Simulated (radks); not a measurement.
Values are calculated unless marked as measured or tabulated.
Q: Ionisation of neutral beryllium, [He] 2s2, to Be+, [He] 2s1, under several functionals. Dirac Kohn-Sham, spin-unpolarised, spherical densities, point nucleus; a radial shooting solver on a logarithmic mesh with Libxc functionals. The NIST Atomic Spectra Database gives 9.323 eV (measured). Rank these functionals by the error of their Delta-SCF ionisation energy: revPBE; PBE; AM05; B86b exchange with PBE correlation.

A: From best to worst: AM05 9.440 eV (+0.117); PBE 9.551 eV (+0.228); revPBE 9.558 eV (+0.235); B86b exchange with PBE correlation 9.579 eV (+0.257). Spin polarisation and multiplet splitting are left out, so open shells lie too high by an amount that depends on their filling.

Beside tabulated values, note that spin-unpolarised runs miss the spin-polarisation part of the exchange energy of open shells.
